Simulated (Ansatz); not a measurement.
B₂Cl₂: single points at one geometry.

```yaml
crystal:
  periodic: [false, false, false]
  atoms:
    - {symbol: B, position_ang: [-0.430452, -0.615622, -0.056039]}
    - {symbol: B, position_ang: [0.433181, 0.613970, 0.053560]}
    - {symbol: Cl, position_ang: [-1.377034, -2.000179, -0.167492]}
    - {symbol: Cl, position_ang: [1.374316, 2.001831, 0.169971]}
basis:
  gaussian: {orbitals: def2-TZVPD, initial_orbitals: start.molden}
hamiltonian: {xc: pbe0, dispersion: d4}
scf: {omitted_lower_state_checks: [starts]}
output: {orbitals: {seedname: orbitals}}
```

The file start.molden holds the orbitals of an earlier run on this structure, at another level or in another basis.

```sh
$ ansatz run in.yaml --threads 2 --pin off --events-out ev --progress --plain --max-ram 4352MiB
```

Output, abridged:

```
Functional definition: PBE0
946 factors; their error is unknown
mean field evaluation 1: about -26387.0259 eV, gradient 6.1e0 eV
mean field evaluation 2: about -26387.0640 eV, gradient 7.6e-2 eV
mean field evaluation 4: about -26387.1198 eV, gradient 2.3e-4 eV
mean field evaluation 8: about -26387.1197 eV, gradient 1.5e-1 eV
mean field evaluation 16: about -26387.1198 eV, gradient 2.5e-3 eV
mean field evaluation 32: about -26387.1198 eV, gradient 4.3e-4 eV
mean field -26387.11981803 eV, -969.7087674805 hartree, gradient 8.0e-6 eV, S^2 0.000000; 0 other end points of the search recorded, 0 dependent functions left out
reference -26387.11986305 eV, -969.7087691348 hartree; 22, 22 occupied and 144, 144 virtual orbitals, 946 factors
Total energy: -26387.20889860 eV, -969.7120411308 hartree
Checks for a lower state left out: starts
```

Hardware: 2 threads of AMD EPYC 9R45 on a shared host. Wall time 3.6 s.

First input, but with `correlation: {method: ccsd_t}` and without the key `hamiltonian` (abridged; 27 s):

```
Functional definition: HF
mean field evaluation 16: about -26350.1552 eV, gradient 2.1e-5 eV
mean field evaluation 32: about -26348.9801 eV, gradient 1.2e1 eV
mean field -26350.15524273 eV, -968.3503443938 hartree, gradient 8.0e-10 eV, S^2 0.000000; 1 other end points of the search recorded, 0 dependent functions left out; unrestricted orbitals would lower it
determinant -26350.15524273 eV, -968.3503443938 hartree, with singles and doubles -26366.14072941 eV, -968.9378001936 hartree
determinant -26350.15480558 eV, -968.3503283285 hartree, with singles and doubles -26366.14023906 eV, -968.9377821739 hartree
determinant -26350.15524273 eV, -968.3503443938 hartree, with singles and doubles -26366.04382280 eV, -968.9342389414 hartree
determinant -26350.15480558 eV, -968.3503283285 hartree, with singles and doubles -26366.04333727 eV, -968.9342210988 hartree
mean field evaluation 64: about -26350.1552 eV, gradient 3.4e-8 eV
12 core orbitals not correlated: weight in the atoms' cores, before any rotation towards them, 1.000 or more for the frozen orbitals, at most 0.000 for the correlated occupied ones
second order -14.63585105 eV of doubles, -0.00000000 eV of singles
cycle   1  -15.88857903 eV  change    1.0e-6 eV  update   1.7e-6
perturbative correction -0.80629466 eV, -0.0296307823 hartree
Total energy: -26366.85011643 eV, -968.9638696859 hartree
Checks for a lower state left out: starts
```

The first input with `gaussian: {orbitals: def2-SVP, initial_orbitals: start.molden}` (abridged; 1.5 s):

```
Functional definition: PBE0
mean field evaluation 16: about -26377.0470 eV, gradient 1.1e-5 eV
mean field -26377.04698611 eV, -969.3385977350 hartree, gradient 1.6e-6 eV, S^2 0.000000
Total energy: -26377.13604127 eV, -969.3418704516 hartree
Checks for a lower state left out: starts
```

As the first input, with `gaussian: {orbitals: def2-TZVP, initial_orbitals: start.molden}`, `hamiltonian: {xc: {text: "exchange = 0.65*pbe_x + 0.35*exact_x\ncorrelation = pbe_c"}}` (abridged; 2.3 s):

```
Functional definition: unnamed
mean field -26387.98555344 eV, -969.7405826701 hartree, gradient 2.0e-6 eV, S^2 0.000000
Total energy: -26387.98557648 eV, -969.7405835166 hartree
Checks for a lower state left out: starts
```

First input, but with `gaussian: {orbitals: def2-TZVP, initial_orbitals: start.molden}`, `hamiltonian: {xc: {text: "exchange = 0.85*pbe_x + 0.15*exact_x\ncorrelation = pbe_c"}}` (abridged; 2.4 s):

```
Functional definition: unnamed
mean field -26386.20393217 eV, -969.6751092959 hartree, gradient 7.4e-6 eV, S^2 0.000000
Total energy: -26386.20396220 eV, -969.6751103994 hartree
Checks for a lower state left out: starts
```

The first input with `gaussian: {orbitals: def2-TZVP, initial_orbitals: start.molden}`, `hamiltonian: {xc: {text: "exchange = 0.90*pbe_x + 0.10*exact_x\ncorrelation = pbe_c"}}` (abridged; 2.1 s):

```
Functional definition: unnamed
mean field evaluation 16: about -26385.7752 eV, gradient 5.8e-6 eV
mean field -26385.77522738 eV, -969.6593546854 hartree, gradient 5.9e-6 eV, S^2 0.000000
Total energy: -26385.77525914 eV, -969.6593558525 hartree
Checks for a lower state left out: starts
```

As the first input, with `gaussian: {orbitals: 6-31G}`, `hamiltonian: {xc: {name: B3LYP}, dispersion: d4}` (abridged; 1.1 s):

```
Functional definition: B3LYP
mean field evaluation 16: about -26394.3686 eV, gradient 4.8e-5 eV
mean field evaluation 32: about -26394.3686 eV, gradient 2.4e-4 eV
mean field -26394.36861286 eV, -969.9751557770 hartree, gradient 4.8e-6 eV, S^2 0.000000
Total energy: -26394.54148131 eV, -969.9815085754 hartree
Checks for a lower state left out: starts
```

Geometry: r2SCAN-D4/def2-TZVP.

B3LYP takes the VWN-RPA correlation. Correlated methods freeze 12 core orbitals. The restricted singlet is unstable towards broken spin symmetry at other levels; at PBE0-D4/def2-TZVPD, PBE0-D4/def2-SVP, PBE with 35 % exact exchange/def2-TZVP, PBE with 15 % exact exchange/def2-TZVP and others this wasn't settled. At CCSD(T)/def2-TZVPD the restricted singlet (for correlated methods, its reference) is unstable: a solution with broken spin symmetry lies lower. At PBE0-D4/def2-TZVP a triplet of charge 0 lies 0.95 eV below the restricted singlet, each at its own geometry. The structure comes from a short search, and lower isomers may exist.
